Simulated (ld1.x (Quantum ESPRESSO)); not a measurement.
nickel: excitation energies, all-electron against TM semilocal

```json
{
 "Element": "Ni",
 "Generator": "ld1.x (Quantum ESPRESSO) 7.5",
 "Type": "norm-conserving Troullier–Martins (semilocal form)",
 "Functional": "PBE",
 "Relativity": "scalar-relativistic",
 "Frozen core": "[Ne]",
 "Valence charge": "18",
 "Reference configuration": "3s2 3p6 3d8 4s0 4p0 (charge +2)",
 "Partial waves": "3s (bound): rc 1.25 bohr; 3d (bound): rc 1.05 bohr; 3p (bound): rc 1.25 bohr",
 "Local potential": "the p channel",
 "Core correction": "none"
}
```

Energies are relative to the spin-unpolarised reference configuration 3s2 3p6 3d8 4s0 4p0; without spin polarisation the order of configurations can differ from experiment. The frozen-core shift is the all-electron ΔE with the core orbitals held at their reference shape minus the fully relaxed ΔE.

| valence configuration | charge | ΔE all-electron (eV) | error AE − PS (meV) | frozen-core shift (meV) |
| --- | --- | --- | --- | --- |
| 3s2 3p6 3d8 4s1 4p0 | +1 | -17.351 | +1397 | -1.7 |
| 3s2 3p6 3d7 4s0 4p0 | +3 | 37.467 | -6.2 | -3.1 |
| 3s2 3p6 3d6 4s0 4p0 | +4 | 95.023 | +4.2 | -7.0 |
| 3s2 3p6 3d7 4s2 4p0 | +1 | -10.554 | +3546 | -6.0 |
| 3s2 3p6 3d7 4s2 4p1 | 0 | -16.128 | +3152 | -6.4 |

Question: What are ΔE and the potential's error for 3s2 3p5 3d8 4s2 4p0?

Answer: ΔE = 52.851 eV all-electron; the error (AE − PS) is +3638 meV.

Question: What are ΔE and the potential's error for 3s2 3p6 3d8 4s2 4p0?

Answer: ΔE = -26.673 eV all-electron; the error (AE − PS) is +2179 meV.

Levels in the configuration 3s2 3p6 3d6 4s0 4p0:

```csv
level,all-electron (eV),pseudo (eV)
3s,-173.084,-173.318
3p,-132.928,-133.008
3d,-68.474,-68.429
```

A variational frozen-core shift is positive and of second order in the change. This column holds negative values, so the frozen-core run of ld1.x carries numerical noise or an error of first order here, and the column gives no more than the rough size of the effect.
